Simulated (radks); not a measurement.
Task: All-electron atom: Au I in [Xe] 4f14 5d10 6s1. Calculated with a radial shooting solver on a logarithmic mesh with Libxc functionals: scalar-relativistic Kohn-Sham, PBE, spin-polarised, spherical densities, point nucleus; open shells are filled with parallel spins first (spin-orbit coupling, left out, can overturn this in heavy ions); hard spherical wall at 20 bohr. Some entries of the table are withheld. Estimate them.

| orbital | occ. | eigenvalue (Ry) | r(max) (bohr) | <r^2> (bohr^2) |
|---|---|---|---|---|
| 1s up | 1 | -5937.850 | 0.01041 | 0.0003929 |
| 1s down | 1 | -5937.849 | 0.01041 | 0.0003929 |
| 2s up | 1 | -1047.642 | 0.06016 | 0.005992 |
| 2s down | 1 | -1047.642 | 0.06016 | 0.005992 |
| 2p up | 3 | -905.5332 | 0.04981 | 0.005047 |
| 2p down | 3 | -905.5330 | 0.04981 | 0.005047 |
| 3s up | 1 | -247.2678 | 0.1696 | 0.03864 |
| 3s down | 1 | -247.2673 | 0.1696 | 0.03864 |
| 3p up | 3 | -206.0575 | 0.1690 | 0.03974 |
| 3p down | 3 | -206.0570 | 0.1690 | 0.03974 |
| 3d up | 5 | -162.0844 | 0.1376 | 0.03292 |
| 3d down | 5 | -162.0841 | 0.1376 | 0.03292 |
| 4s up | 1 | -53.66796 | 0.3826 | 0.1869 |
| 4s down | 1 | -53.66732 | 0.3826 | 0.1869 |
| 4p up | 3 | -40.15825 | 0.4028 | 0.2136 |
| 4p down | 3 | -40.15743 | 0.4028 | 0.2136 |
| 4d up | 5 | -23.95117 | 0.4103 | 0.2428 |
| 4d down | 5 | -23.95017 | 0.4103 | 0.2427 |
| 5s up | 1 | -7.96277 | 0.8478 | 0.9647 |
| 5s down | 1 | -7.96262 | 0.8479 | 0.9642 |
| 4f up | 7 | -5.96051 | (1) | 0.3015 |
| 4f down | 7 | -5.95944 | (2) | 0.3015 |
| 5p up | 3 | -4.39245 | 0.9529 | (3) |
| 5p down | 3 | -4.39081 | 0.9529 | (4) |
| 5d up | 5 | -0.51367 | (5) | 3.231 |
| 5d down | 5 | -0.49254 | (6) | 3.136 |
| 6s up | 1 | -0.44700 | 2.323 | 9.408 |
| 6s down | 0 | -0.39454 | 2.312 | 9.551 |
| 6p up | 0 | -0.07292 | 3.557 | 28.43 |

Result: 
(1) 4f up r(max) (bohr): 0.3756
(2) 4f down r(max) (bohr): 0.3756
(3) 5p up <r^2> (bohr^2): 1.306
(4) 5p down <r^2> (bohr^2): 1.302
(5) 5d up r(max) (bohr): 1.218
(6) 5d down r(max) (bohr): 1.213
